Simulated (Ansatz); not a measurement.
Coupled-cluster diagnostics for ZrHCl3, Ansatz.

Geometry of the singlet (r2SCAN-D4/def2-SVP):

```xyz
5

Zr    0.0073   -0.0025   -0.0017
H    -1.6791    0.5883    0.3918
Cl    0.0962   -2.1686    0.8505
Cl    1.4298    1.4885    1.0845
Cl    0.1459    0.0944   -2.3250
```

In the def2 sets Zr takes a core potential; there is no spin–orbit coupling. Correlated methods freeze 15 core orbitals; core or outer-core shells of Zr are correlated, in sets that lack core-valence functions.

Task: Estimate the CCSD(T) correlation energy, the shares of MP2 and (T), T1 and the reference's ⟨S²⟩ for: charge 0, singlet, own geometry in def2-TZVPP; and the rough time on 4 threads of Arm Neoverse V2 on a shared host.

Result: 
| state | basis | correlation (eV) | MP2 share (%) | (T) share (%) | T1 | ⟨S²⟩ (pure) | wall time |
| --- | --- | --- | --- | --- | --- | --- | --- |
| charge 0, singlet, own geometry | def2-TZVPP | -27.168 | 91.0 | 4.5 | 0.016 | 0.00 (0.00) | 66 s |
Customary marks for T1 are 0.02 (closed shells), 0.045 (open shells) and about 0.05 (3d metals). T1 stays under 0.02 throughout.
